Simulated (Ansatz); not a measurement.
Ideal-gas functions of CH₃BF₂S, SMILES `CSB(F)F` at 800 K and 1 bar, from an Ansatz frequency run at PBE0-D4/def2-TZVP.

Molar mass 95.91 g/mol, point group Cs (symmetry number 1), electronic degeneracy 1, moments of inertia 73.037, 172.408, 242.242 u Å². Harmonic wavenumbers (cm⁻¹, unscaled): 67, 119, 177, 357, 420, 583, 680, 741, 974, 994, 1252, 1355, 1411, 1468, 1473, 3082, 3177, 3181.

Use S(trans) = R[1.5 ln M + 2.5 ln T − 1.1517]; rotational temperatures θ = 24.2544 K / I; S(rot) = R[ln(√π/σ · √(T³/θAθBθC)) + 1.5]; for each mode x = 1.438777 ν̃/T, S = R[x/(eˣ − 1) − ln(1 − e⁻ˣ)] and H = RT x/(eˣ − 1); 1 cm⁻¹ = 0.0119627 kJ/mol; R = 8.31446 J/(mol·K).

Q: By hand: the entropy, in J/(mol·K).

A: Translation 186.3. Rotation: θ = 0.3321, 0.1407, 0.1001 K, giving 122.9. Vibration, mode by mode: 25.91, 21.15, 17.87, 12.14, 10.84, 8.29, 7.14, 6.52, 4.64, 4.51, 3.13, 2.70, 2.50, 2.30, 2.29, 0.21, 0.18, 0.18, in all 132.5. Electronic 0.0. Sum 441.7 J/(mol·K).

Q: By hand: H − E and G − E in kJ/mol, counted from the electronic energy.

A: Zero-point energy ½ × 21511 × 0.0119627 = 128.7; thermal vibration 50.1; translation, rotation and pV give 4 RT = 26.6. H − E = 205.4 kJ/mol, and G − E = 205.4 − 800 × 441.7/1000 = -148.0 kJ/mol.

Vibration gives 30 % of the entropy, 47.1 J/(mol·K) of it from the modes under 150 cm⁻¹: soft modes count most, and the harmonic formula is weakest for them. The sum counts one conformer and one mirror image; others add a mixing term.
